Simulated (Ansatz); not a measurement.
This geometry of C2H4ClFOSi (10 atoms, charge 0, multiplicity 1) is a first-order saddle point.

These are results of RKS LDA/def2-SVP (Ansatz 0.2.0), not measurements.

```xyz
10
Properties=species:S:1:pos:R:3
F 1.284 -1.590 1.039
C 1.099 -1.097 -0.202
Cl 2.341 0.135 -0.568
Si -0.610 -0.267 -0.342
C -0.849 1.391 0.362
O -1.230 0.236 1.149
H 1.252 -1.912 -0.949
H -1.548 -0.937 -1.300
H -1.692 2.050 0.064
H 0.036 1.941 0.750
```

Which two structures does it join? (They come from a converged band through this point; their orientation in space is the band's.)

No bond is made or broken. The dihedral F1–C2–Si4–H8 goes from -48 to 172°.

First end point:

```xyz
10
Properties=species:S:1:pos:R:3
F 1.150 -2.304 0.355
C 1.119 -1.072 -0.210
Cl 2.202 0.047 0.648
Si -0.633 -0.353 -0.130
C -0.853 1.442 0.075
O -0.970 0.585 1.233
H 1.512 -1.149 -1.252
H -1.691 -1.308 -0.585
H -1.793 1.956 -0.220
H 0.040 2.104 0.089
```

Last end point:

```xyz
10
Properties=species:S:1:pos:R:3
F 1.782 -0.321 0.920
C 1.124 -1.034 -0.014
Cl 1.962 -0.945 -1.600
Si -0.561 -0.256 -0.368
C -0.886 1.367 0.379
O -1.458 0.187 0.997
H 1.125 -2.111 0.276
H -1.283 -0.875 -1.519
H -1.630 2.074 -0.047
H -0.093 1.862 0.980
```

How far does it lie above each of them?

1.9 kcal/mol above the first and 3.3 kcal/mol above the second. This is the barrier of this one path; another mechanism may lie lower.

Run time: 2.8 min on 2 threads of Arm Neoverse V1, with other jobs on the host, peak memory 0.15 GiB.
